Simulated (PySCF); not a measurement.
TiF3, SMILES [F][Ti]([F])[F] (connectivity only; charge and spin as stated), neutral, multiplicity 2. Atoms are numbered in the order given.

```xyz
4

Ti     0.0000     0.0000     0.0000
F     -1.7611     0.0000     0.0000
F      0.8805     1.5251     0.0000
F      0.8805    -1.5251     0.0000
```
Charge 0, spin multiplicity 2.

Geometry optimised at B3LYP-D3(BJ)/def2-SVP. The multiplicity is an assumed one; other spin states were not compared. The isomer is the one that the SMILES or the coordinates give; other isomers of the formula were not compared.

Level of theory: PySCF with TDA-PBE/def2-SVPD.

Vertical excitations; the highest root listed may be one member of a degenerate set. The molecule is in vacuum.

Computed lowest excited states:
```json
[
 {"state": "root 1", "energy (eV)": "1.04", "λ (nm)": "1195", "f": "0.000", "main pairs": "α HOMO→LUMO (degenerate set)"},
 {"state": "root 2", "energy (eV)": "1.04", "λ (nm)": "1194", "f": "0.000", "main pairs": "α HOMO→LUMO+1 (degenerate set)"},
 {"state": "root 3", "energy (eV)": "2.85", "λ (nm)": "435", "f": "0.003", "main pairs": "α HOMO→LUMO+2 (degenerate set)"},
 {"state": "root 4", "energy (eV)": "2.85", "λ (nm)": "435", "f": "0.003", "main pairs": "α HOMO→LUMO+3 (degenerate set)"},
 {"state": "root 5", "energy (eV)": "4.53", "λ (nm)": "273", "f": "0.000", "main pairs": "α HOMO→LUMO+4 97 %"},
 {"state": "root 6", "energy (eV)": "4.72", "λ (nm)": "263", "f": "0.170", "main pairs": "α HOMO→LUMO+5 99 %"},
 {"state": "root 7", "energy (eV)": "5.75", "λ (nm)": "216", "f": "0.021", "main pairs": "α HOMO→LUMO+7 (degenerate set)"},
 {"state": "root 8", "energy (eV)": "5.75", "λ (nm)": "216", "f": "0.021", "main pairs": "α HOMO→LUMO+6 (degenerate set)"},
 {"state": "root 9", "energy (eV)": "6.07", "λ (nm)": "204", "f": "0.000", "main pairs": "α HOMO−1→LUMO+1 (degenerate set)"},
 {"state": "root 10", "energy (eV)": "6.07", "λ (nm)": "204", "f": "0.000", "main pairs": "α HOMO−1→LUMO (degenerate set)"}
]
```
Unrestricted roots are not spin-pure.
